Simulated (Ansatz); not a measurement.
This geometry of C3H6OSi (11 atoms, charge 0, multiplicity 1) is a first-order saddle point.

Method: RKS BHLYP-D4/STO-3G in Ansatz.

```xyz
11
Properties=species:S:1:pos:R:3
O -0.289 2.336 -0.367
C -0.117 0.958 -0.125
C -0.275 0.274 1.018
C -0.066 -1.199 0.632
Si 0.178 -0.584 -1.128
H 0.620 2.732 -0.181
H -0.494 0.646 2.020
H -0.941 -1.825 0.818
H 0.794 -1.660 1.121
H -0.824 -0.964 -2.081
H 1.478 -0.771 -1.706
```

**Question.** Which two structures does it join? (They come from a converged band through this point; their orientation in space is the band's.)

**Answer.** No bond is made or broken. The dihedral H6–O1–C2–Si5 goes from -180 to 0°.

First end point:

```xyz
11
Properties=species:S:1:pos:R:3
O 0.113 2.277 -0.596
C 0.048 0.938 -0.233
C -0.083 0.338 0.961
C -0.082 -1.166 0.645
Si 0.108 -0.665 -1.156
H 0.036 2.778 0.277
H -0.172 0.786 1.950
H -1.009 -1.675 0.918
H 0.750 -1.711 1.094
H -0.988 -0.955 -2.036
H 1.344 -1.002 -1.802
```

Last end point:

```xyz
11
Properties=species:S:1:pos:R:3
O 0.068 2.367 -0.137
C 0.028 0.975 -0.016
C -0.101 0.285 1.129
C -0.089 -1.192 0.706
Si 0.100 -0.565 -1.052
H 0.172 2.535 -1.124
H -0.196 0.655 2.148
H -1.012 -1.727 0.939
H 0.747 -1.763 1.115
H -0.989 -0.790 -1.959
H 1.337 -0.838 -1.726
```

**Question.** How far does it lie above each of them?

**Answer.** 27.2 kJ/mol above the first and 17.9 kJ/mol above the second. This is the barrier of this one path; another mechanism may lie lower. Limits of this set-up: minimal basis.

Time of the run: 52 s on 1 thread of Arm Neoverse V2, on a shared host, peak memory 0.1 GiB.
